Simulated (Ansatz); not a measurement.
A nudged elastic band was laid between two geometries of F + F3H2HfN (8 atoms, charge 0, multiplicity 2).

Theory: UKS PBE0/def2-SVP in Ansatz.

```
movable images  : 7
climbing image  : yes
spring          : 5.0 eV/Å²
optimiser       : quadratic models (default)
start path      : through a guess of the saddle point
force threshold : 0.5 eV/Å
iteration limit : 60
end points      : relaxed
```

First end point:

```xyz
8
Properties=species:S:1:pos:R:3
Hf -0.011 -0.034 -0.044
F -0.072 -0.083 1.873
F 1.753 -0.032 -0.785
F -0.901 1.511 -0.741
N -0.959 -1.686 -0.703
H -1.524 -2.312 -0.132
H -0.978 -2.024 -1.663
F 0.004 -0.001 4.215
```

Last end point:

```xyz
8
Properties=species:S:1:pos:R:3
Hf 0.082 0.139 0.720
F 0.929 1.575 1.661
F 1.549 -0.494 -0.351
F -1.309 1.086 -0.212
N -0.976 -1.696 -0.466
H -1.812 -2.209 -0.163
H -0.667 -2.097 -1.360
F -0.485 -0.962 2.192
```

Q: What changes between the two ends?

A: Bonds formed: Hf1–F8. F + F3H2HfN becomes F4H2HfN.

Q: What energy profile does the band end with?

A: The run converged. The highest image is number 0 of 0 to 8, 0.000 eV above the first end and 3.213 eV above the last; the last end lies 3.213 eV below the first. The highest image is an end point: on this band no image between the ends rises above it. Between wells the path still climbs a hump at image 4, 0.09 eV above the well before it.

```
image  path coordinate (Å)  energy (eV)  Hf1–F8 (Å)
    0                 0.00        0.000        4.26
    1                 0.92       -0.012        4.12
    2                 1.84       -0.054        3.64
    3                 2.76       -0.164        2.95
    4                 3.70       -0.077        3.34
    5                 4.62       -0.488        2.33
    6                 5.54       -2.930        1.94
    7                 6.52       -3.197        1.93
    8                 7.49       -3.213        1.92
```

Run time: 7.5 min on 4 threads of Arm Neoverse V2, with other jobs on the host, peak memory 0.39 GiB.
